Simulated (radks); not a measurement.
Kinetic energies: the exact non-interacting value of the Kohn-Sham orbitals and orbital-free approximations, as 100 (|E| - |E exact|)/|E exact|, negative where the magnitude is too small. Species: Ti4+ [Ar]; Tb4+ [Xe] 4f7; Mn [Ar] 3d5 4s2; Mo+ [Kr] 4d5. Calculated with a radial shooting solver on a logarithmic mesh with Libxc functionals: non-relativistic Kohn-Sham, PBE, spin-polarised, spherical densities, point nucleus. Every spin shell is full or empty, so the densities are truly spherical. Functionals are evaluated on that one density, not self-consistently.

functional,Ti4+,Tb4+,Mn,Mo+
exact (hartree),845.042,11223.3,1149.84,3975.02
Thomas-Fermi,-6.86,-4.97,-6.63,-5.57
von Weizsacker,-44.61,-61.89,-47.28,-55.95
LC94,+0.03,-0.01,-0.02,+0.08
APBEK,+0.13,+0.03,+0.09,+0.14
revAPBEK,+0.43,+0.18,+0.36,+0.34
Perdew 92,-0.70,-0.72,-0.76,-0.67
Thakkar,-0.29,-0.73,-0.39,-0.50
LKT,+27.12,+17.28,+25.44,+20.55
PG1,+21.75,+13.51,+20.28,+16.19
DePristo-Kress,-0.03,-0.20,-0.09,-0.06
